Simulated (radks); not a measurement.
Polarisability of the potassium ion K7+, [Ne] 3s2, at imaginary frequency. Method: non-relativistic Kohn-Sham, LB94 model potential, spin-polarised, spherical densities, point nucleus; computed with a radial shooting solver on a logarithmic mesh with Libxc functionals. Response by self-consistent Sternheimer equations with the Hartree and adiabatic LDA kernel.

w (hartree)  alpha1(iw) (bohr^3)  alpha2(iw) (bohr^5)
0.00266                    1.459                1.022
0.0143                     1.459                1.022
0.0360                     1.457                1.022
0.0697                     1.450                1.021
0.118                      1.434                1.018
0.186                      1.398                1.012
0.280                      1.327               0.9985
0.413                      1.200               0.9720
0.605                      1.000               0.9209
0.892                     0.7392               0.8273
1.35                      0.4701               0.6734
2.12                      0.2575               0.4648
3.59                      0.1250               0.2518
6.94                     0.05483              0.09558
17.5                     0.01793              0.01999

Static values: alpha1 = 1.460 bohr^3 (0.2163 angstrom^3; uncoupled 2.423), alpha2 = 1.022 bohr^5, alpha3 = 1.149 bohr^7. C6 = 1.493, C8 = 7.152, triple-dipole C9 = 1.581 atomic units. One-pole (London) frequency 4 C6 / (3 alpha1^2) = 0.935 hartree, against 5.712 for minus the highest occupied eigenvalue.
